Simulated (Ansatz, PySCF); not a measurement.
C5H14Si2, singlet, at a GFN2-xTB geometry, with bond 13-3 at 1.4 times its length. Base run: CASSCF(2,2)/STO-3G (PySCF).

Input for PySCF:
```python
from pyscf import gto, scf, mcscf
import numpy

mol = gto.Mole()
mol.atom = '''
    Si    2.537225    0.667710    0.679572
    C     3.785645   -0.599107    0.009261
    C     0.904368    0.455849   -0.235772
    C    -0.267305    0.158312    0.323377
    Si   -1.898385   -0.081122   -0.598196
    C    -2.389966   -1.921065   -0.533412
    C    -3.249130    0.958936    0.249360
    H     2.335031    0.454230    2.118713
    H     3.054843    2.025930    0.453214
    H     3.438365   -1.617370    0.161442
    H     3.950166   -0.464630   -1.056197
    H     4.747211   -0.501251    0.504417
    H     0.937098    0.633949   -1.744311
    H    -0.290095    0.033751    1.401451
    H    -1.744996    0.340859   -2.002190
    H    -3.333395   -2.094998   -1.042533
    H    -2.502166   -2.265402    0.491021
    H    -1.639454   -2.546090   -1.008105
    H    -3.001582    2.016067    0.234531
    H    -4.207659    0.838378   -0.246529
    H    -3.379457    0.667680    1.287923
'''
mol.basis = 'sto-3g'
mol.charge = 0
mol.spin = 0
mol.verbose = 3
mol.build()

mf = scf.RHF(mol)
mf.kernel()
mc = mcscf.CASSCF(mf, 2, 2)
mc.fix_spin_(ss=0.0)
mc.kernel()
occ = numpy.linalg.eigvalsh(mc.fcisolver.make_rdm1(mc.ci, mc.ncas, mc.nelecas))[::-1]
ss = mc.fcisolver.spin_square(mc.ci, mc.ncas, mc.nelecas)[0]
print('natural occupations', occ.round(4), ' <S^2>', round(ss, 4))
```

Programs used: Ansatz (an electronic-structure program), PySCF; a row that names a program was run with it.

The base run was repeated with changes; each row names its change, and settings that it needs were set with it.

| change | ΔE vs base (mEh) | natural occupations | <S^2> of the state |
|---|---|---|---|
| base | 0.000 | 1.88 0.12 | 0.00 |
| active space = 6 electrons, 6 orbitals | -61.876 | 1.98 1.92 1.88 0.12 0.08 0.02 | 0.00 |
| active space = 4 electrons, 5 orbitals | -42.740 | 1.92 1.88 0.12 0.08 0.00 | 0.00 |
| active space = 10 electrons, 9 orbitals | -77.083 | 2.00 1.98 1.98 1.92 1.88 0.12 0.08 0.02 0.02 | 0.00 |
| orbitals = fixed (CASCI); correction = SC-NEVPT2 | -350.3 | 1.93 0.07 | 0.00 |
| conv_tol = 1e-5 | 0.000 | 1.88 0.12 | 0.00 |
| code = ansatz; correction = SC-NEVPT2, all electrons | -346.7 | - | - |
| solver = newton | 0.000 | 1.88 0.12 | 0.00 |
| state_average = 2 states | 22.762 | - | - |
| code = ansatz | 0.032 | - | - |
| correction = SC-NEVPT2 | -346.7 | 1.88 0.12 | 0.00 |

Active orbitals are taken around the Fermi level unless the row says otherwise; CASSCF can end in different local minima, and two programs can end on different orbitals. State-averaged rows give the lowest state.
